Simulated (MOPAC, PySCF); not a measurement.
CH$_{2}$O, SMILES `[CH]O` (lower singlet; H–C–O–H torsion 0°), neutral singlet in the gas phase. This singlet lies 0.95 eV below the relaxed triplet at the level composite: frozen-core CCSD(T) with HF/cc-pVQZ and the correlation energy extrapolated as X^-3 from cc-pVTZ and cc-pVQZ, plus phaseless AFQMC minus CCSD(T) in cc-pVTZ // PBE0-D3(BJ)/def2-TZVP (Ansatz).

Z-matrix (Å, degrees):
```
O
H 1 0.9746
C 1 1.2987 2 115.85
H 3 1.1224 1 107.31 2 0.00
```
Charge 0, spin multiplicity 1.

All levels are single points at this geometry (PBE0-D3(BJ)/def2-TZVP); Pople sets use spherical d functions. Orbital energies aren't observables, and empty levels follow the basis.

AM1 in MOPAC gives HOMO (eV) = -9.86.

### Question
Estimate the HOMO (eV) from each of these levels: PBE-D3(BJ)/def2-TZVP in PySCF; PBE0-D3(BJ)/def2-TZVP in PySCF; B3LYP/3-21G in PySCF; B3LYP/6-311+G** in PySCF; B3LYP/6-31G* in PySCF; M06-2X/6-31G* in PySCF; PBE/6-31G* in PySCF; SVWN5/6-31G* in PySCF; HF/3-21G in PySCF; HF/STO-3G in PySCF; PM3 in MOPAC; PM7 in MOPAC.

### Answer

```csv
level,HOMO (eV)
PBE-D3(BJ)/def2-TZVP in PySCF,-4.98
PBE0-D3(BJ)/def2-TZVP in PySCF,-6.41
B3LYP/3-21G in PySCF,-5.42
B3LYP/6-311+G** in PySCF,-6.28
B3LYP/6-31G* in PySCF,-5.71
M06-2X/6-31G* in PySCF,-7.32
PBE/6-31G* in PySCF,-4.42
SVWN5/6-31G* in PySCF,-4.37
HF/3-21G in PySCF,-9.64
HF/STO-3G in PySCF,-7.64
PM3 in MOPAC,-9.51
PM7 in MOPAC,-9.80
```
